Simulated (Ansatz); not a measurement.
Geometry optimisation, Ansatz 0.2.0, RKS B3LYP/6-31G*.

Input file:

```yaml
crystal:
  periodic: [false, false, false]
  atoms:
    - { symbol: Si, position_ang: [0.03312, 0.014934, 0.190882] }
    - { symbol: H, position_ang: [0.026821, -0.131593, 1.637988] }
    - { symbol: Cl, position_ang: [2.126703, 0.1651, 0.128045] }
    - { symbol: C, position_ang: [-0.791109, 1.50543, -0.56512] }
    - { symbol: H, position_ang: [-1.873631, 1.356135, -0.630032] }
    - { symbol: H, position_ang: [-0.595355, 2.395154, 0.042701] }
    - { symbol: H, position_ang: [-0.403066, 1.678268, -1.573639] }
    - { symbol: Cl, position_ang: [-0.646583, -1.710228, -0.730925] }
basis:
  gaussian: { orbitals: "6-31G*" }
hamiltonian:
  xc: b3lyp
relax:
  f_tol: 0.03
  max_steps: 50
```

Command:

```bash
$ ansatz run input.yaml --threads 1 --pin off --max-ram 2048MiB --backend cpu --events-out ev --progress --plain --runs-dir out
```

Q: Where does it end, and by what steps?

A: It converged. After 6 steps the energy has fallen by 0.161 eV; H2 moved furthest, 0.25 Å.

```csv
step,energy less start (eV),largest force component (eV/Å),accepted
0,0.0000,0.886,yes
1,-0.1435,0.434,yes
2,-0.1145,0.547,no
3,-0.1574,0.081,yes
4,-0.1606,0.058,yes
5,-0.1605,0.094,no
6,-0.1611,0.006,yes
```

```xyz
8
Properties=species:S:1:pos:R:3
Si 0.076 0.019 0.216
H -0.224 -0.161 1.652
Cl 2.135 0.213 0.044
C -0.764 1.500 -0.548
H -1.853 1.390 -0.491
H -0.477 2.414 -0.017
H -0.482 1.609 -1.600
Cl -0.534 -1.712 -0.755
```

Run time: 35 s on 1 thread of Arm Neoverse V1 (shared host), peak memory 0.16 GiB.
